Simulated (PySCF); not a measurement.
## Cd²⁶⁺ (cadmium, charge +26) across methods

[Ar] 3d4, high-spin 5D determinant. Calculation: PySCF 2.14, in an uncontracted even-tempered set (17 s from 3.4 bohr⁻², ratio 2.5; 11 p from 4.4 bohr⁻², ratio 2.5; 8 d from 4.4 bohr⁻², ratio 2.5; 4 f from 17 bohr⁻², ratio 2.7; 3 g from 25 bohr⁻², ratio 2.7); no relativity, point nucleus.

| method | E (hartree) | mean ε 3p α (eV) | mean ε 3p β (eV) | mean ε 3d α (eV) | Σ⟨r²⟩ (bohr²) | ⟨S²⟩ |
| --- | --- | --- | --- | --- | --- | --- |
| UHF | -5048.17718 | -1577.9 | -1547.0 | -1407.1 | 1.608 | 6.000 |
| BP86 | -5049.61 | -1528.6 | -1515.7 | -1366.7 | 1.608 | 6.000 |
| LDA | -5043.75 | -1527.5 | -1514.5 | -1366.2 | 1.610 | 6.000 |
| r2SCAN | -5049.21 | -1534.7 | -1518.0 | -1370.3 | 1.608 | 6.000 |
| TPSSh | -5049.17 | -1534.8 | -1519.3 | -1370.8 | 1.609 | 6.000 |
| PBE0 | -5048.84 | -1541.2 | -1523.7 | -1377.1 | 1.609 | 6.000 |
| PBE | -5048.69 | -1528.4 | -1515.2 | -1366.6 | 1.609 | 6.000 |

A non-relativistic calculation at this Z misses sizeable relativistic shifts. Spin-orbit coupling, absent here, splits the open shell strongly.
